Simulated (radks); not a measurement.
Valence configurations of In+ (all share [Kr]). Calculated with a radial shooting solver on a logarithmic mesh with Libxc functionals: scalar-relativistic Kohn-Sham, PBE, spin-polarised, spherical densities, point nucleus; open shells are filled with parallel spins first (spin-orbit coupling, left out, can overturn this in heavy ions). Energies are relative to 4d10 5s2; eigenvalues in eV for spin up.

valence          E (eV)  moment (Bohr magnetons)    e(4d)    e(5p)    e(5s)
4d10 5s2          0.000                        0  -26.073        -  -14.925
4d9 5s2 5p1      19.288                        2  -32.414  -10.530  -17.821
4d10 5s1 5p1      5.792                        2  -27.686   -9.826  -16.572
4d9 5s1 5p2      24.929                        4  -33.752  -11.632  -19.156
4d8 5s2 5p2      41.913                        4  -38.630  -12.354  -20.399
4d10 5p2         12.595                        2  -29.100  -10.547        -
4d9.5 5s2 5p0.5   9.230                        1  -29.266   -9.525  -16.422

NIST lists [Kr] 4d10 5s2 as the ground configuration; this level of theory agrees among the configurations tried. The energies are those of spherical high-spin densities, not of single terms.
